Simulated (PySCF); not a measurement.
## Radial density of Bi⁺ (bismuth, charge +1)

UHF, [Xe] 4f14 5d10 6s2 6p1 7s1, high-spin 3P determinant (an excited configuration). Computed with PySCF 2.14 in aug-cc-pV5Z-PP with ECP60MDF (8s8p6d4f3g2h, 139 functions), with a scalar-relativistic core potential. This is the valence pseudo-density: the core potential removes the inner electrons and smooths the orbitals near the nucleus.

```json
{"r (bohr)": "0.00793", "4πr²ρ (e/bohr)": "1.776e-05", "4πr²(ρα − ρβ)": "0.0000"}
{"r (bohr)": "0.0133", "4πr²ρ (e/bohr)": "3.983e-05", "4πr²(ρα − ρβ)": "0.0000"}
{"r (bohr)": "0.0224", "4πr²ρ (e/bohr)": "7.682e-05", "4πr²(ρα − ρβ)": "0.0000"}
{"r (bohr)": "0.0377", "4πr²ρ (e/bohr)": "0.0001239", "4πr²(ρα − ρβ)": "0.0000"}
{"r (bohr)": "0.0635", "4πr²ρ (e/bohr)": "0.0001887", "4πr²(ρα − ρβ)": "0.0000"}
{"r (bohr)": "0.107", "4πr²ρ (e/bohr)": "0.0005832", "4πr²(ρα − ρβ)": "0.0000"}
{"r (bohr)": "0.180", "4πr²ρ (e/bohr)": "0.005807", "4πr²(ρα − ρβ)": "0.0000"}
{"r (bohr)": "0.302", "4πr²ρ (e/bohr)": "0.1445", "4πr²(ρα − ρβ)": "0.0013"}
{"r (bohr)": "0.508", "4πr²ρ (e/bohr)": "4.628", "4πr²(ρα − ρβ)": "0.0426"}
{"r (bohr)": "0.855", "4πr²ρ (e/bohr)": "21.78", "4πr²(ρα − ρβ)": "0.0423"}
{"r (bohr)": "1.44", "4πr²ρ (e/bohr)": "9.764", "4πr²(ρα − ρβ)": "0.1503"}
{"r (bohr)": "2.42", "4πr²ρ (e/bohr)": "1.967", "4πr²(ρα − ρβ)": "0.5094"}
{"r (bohr)": "4.07", "4πr²ρ (e/bohr)": "0.3844", "4πr²(ρα − ρβ)": "0.3252"}
{"r (bohr)": "6.84", "4πr²ρ (e/bohr)": "0.1409", "4πr²(ρα − ρβ)": "0.1408"}
{"r (bohr)": "11.5", "4πr²ρ (e/bohr)": "0.003826", "4πr²(ρα − ρβ)": "0.0038"}
```

Energies and moments cover only the electrons outside the core potential. Spin-orbit coupling, absent here, splits the open shell strongly. The outer electron is Rydberg-like, and this basis confines it to a smaller radius and binds it less than a complete one would.
